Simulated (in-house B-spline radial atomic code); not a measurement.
Ce IX (Ce8+): [Kr] (4d3/2)3 (4d5/2)6 5s2 5p3 (with a hole in an inner shell)

All numbers are computed (Dirac-Hartree-Fock, average of the jj configuration; Fermi nucleus of rms radius 4.8771 fm) with an all-electron radial atomic-structure program (B-spline basis), not measured.

Screening seen three ways: the hydrogenic charge with the same mean radius, Z_r = [3n² - l(l+1)]/(2<r>), the one with the same energy, Z_e = n√(-2ε), and Slater's rules. Values are occupation-weighted means over j. An effective charge above Z reflects the relativistic contraction of the inner shells.

```
shell  electrons   ε (eV)  <r> (bohr)    Z_r    Z_e  Slater
   1s          2   -40808     0.02457  61.05  54.77   57.70
   2s          2  -6750.8      0.1046  57.35  44.55   53.85
   2p          6  -6065.5     0.09215  54.26  42.23   53.85
   3s          2  -1600.9      0.2769  48.75  32.54   46.75
   3p          6  -1376.1       0.275  45.45  30.17   46.75
   3d         10  -1050.7      0.2527  41.54  26.36   36.85
   4s          2  -439.45      0.6296  38.12  22.73   30.25
   4p          6  -361.38       0.664  34.64  20.61   30.25
   4d          9  -245.72      0.7214  29.11  17.00   19.20
   5s          2  -148.39       1.366  27.45  16.51   14.15
   5p          3  -125.48       1.486  24.57  15.18   14.15
```

The least bound orbital is 5p3/2 at -124.1 eV, and it is also the most diffuse (<r> = 1.5 bohr). The part-filled 4d shell lies below the filled 5s shell in orbital energy.

For the 1s electron the small component carries 4.61 % of the norm, the zero-frequency Breit interaction raises the level by 109.6 eV, self-energy by 63.98 eV, and vacuum polarisation lowers it by 9.53 eV.
